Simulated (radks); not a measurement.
Q: Coherent X-ray form factor from a spherical all-electron density. All-electron calculation, non-relativistic Kohn-Sham, PBEsol, spin-unpolarised, spherical densities, point nucleus. Program: a radial shooting solver on a logarithmic mesh with Libxc functionals.

| sin(theta)/lambda (1/angstrom) | f0 (electrons) |
|---|---|
| 0.05 | 43.339 |
| 0.1 | 41.530 |
| 0.15 | 38.979 |
| 0.2 | 36.121 |
| 0.25 | 33.278 |
| 0.3 | 30.640 |
| 0.4 | 26.261 |
| 0.5 | 23.040 |
| 0.6 | 20.665 |
| 0.8 | 17.185 |
| 1 | 14.284 |
| 1.25 | 11.124 |
| 1.5 | 8.726 |
| 2 | 6.135 |

The species is in the configuration that NIST lists as its ground one. Which atom or ion scatters so?

A: The rhodium ion Rh+, [Kr] 4d8. Extrapolating in s^2 from the first two rows gives f0(0) = 43.9, near the electron count 44; among species with that count, the fall with angle is slower the higher Z, and the table is that of Z = 45; from so few rows the species is fixed only to a neighbour or two.
